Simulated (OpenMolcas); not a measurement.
## Pm3+: effect of the metal basis

Pm3+ with 8 ligands (fluoride) in cubic eightfold coordination (Oh) at 2.54 Å. A charge of +0.625 e stands 2.6 Å behind each ligand.

- Program: OpenMolcas 26.06
- Method: CASSCF
- Spin-orbit coupling: state interaction with AMFI integrals over the reference wave functions

Fixed: ligand basis ANO-RCC-VDZP, active space 4 electrons in 7 orbitals (4f), DKH2 Hamiltonian.

States (labels of O, the rotations of Oh). Energies in cm-1 above the lowest state or level, χT in cm3 K/mol; under a threefold ground state the first gap can be a small split of the lowest multiplet, not the spin-orbit step.

| Run | Metal basis | Ground state | First state of that spin | First gap with spin-orbit (degeneracies) | Width of lowest J | χT at 300 K | Cost |
| --- | --- | --- | --- | --- | --- | --- | --- |
| A | ANO-RCC-VDZP | 5T2 | 5E 58.0 | 144.8 (1, 3) | 276 | 0.953 | roughly 120 core-seconds |
| B | ANO-RCC-VTZP | 5T2 | 5E 54.1 | 146.6 (1, 3) | 279 | 0.951 | roughly 3 core-minutes |

Against A, the width of the lowest J multiplet changes by +1.1 % in B.

Costs are those of the RASSCF and RASSI steps.

High states are left out of the spin-orbit mixing, which shifts the levels that they would mix with. Without dynamic correlation the ligand-field splitting of an f shell can come out too small, at times by half. The distance lies 6 % over the 2.4 Å that this model takes as the normal distance (a Shannon-type radius plus a fixed donor radius); by an R⁻⁵ law this alone changes a d-shell field by about -25 %. No measured value stands beside these numbers; the geometry was imposed, not optimised, and the real ion may take another.
